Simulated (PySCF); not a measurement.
Isomers of C2H12Ge2OSi, from PBE0-D3(BJ)/def2-SVP geometry optimisation, gas phase (PySCF). One conformer each, no zero-point energy, no frequencies.

Task: Which is lower in electronic energy at this level?
A. `[CH3:1][CH2:2][O:3][Ge@H:4]([SiH3:5])[GeH3:6]` with C1–C2–O3–Ge4 178°, C2–O3–Ge4–Si5 -179°: A = 1111, B = 906.7, C = 546.7 MHz, dipole 0.79 D
B. `[CH3:1][CH2:2][O:3][SiH2:4][GeH2:5][GeH3:6]` with C1–C2–O3–Si4 176°, C2–O3–Si4–Ge5 -175°, O3–Si4–Ge5–Ge6 3°: A = 1342, B = 740.3, C = 488.6 MHz, dipole 1.35 D

Result: B. That is `CCO[SiH2][GeH2][GeH3]`, 14.2 kcal/mol below the other.

```json
{"SMILES": "CCO[SiH2][GeH2][GeH3]", "mapped SMILES": "[CH3:1][CH2:2][O:3][SiH2:4][GeH2:5][GeH3:6]", "E (Eh)": "-4600.64405", "relative (kcal/mol)": "0.0", "relative (kJ/mol)": "0.0", "dipole (D)": "1.35"}
{"SMILES": "CC[O][Ge@H]([SiH3])[GeH3]", "mapped SMILES": "[CH3:1][CH2:2][O:3][Ge@H:4]([SiH3:5])[GeH3:6]", "E (Eh)": "-4600.62148", "relative (kcal/mol)": "14.2", "relative (kJ/mol)": "59.3", "dipole (D)": "0.79"}
```

As drawn, the lower has an Si–O bond, which the higher lacks.
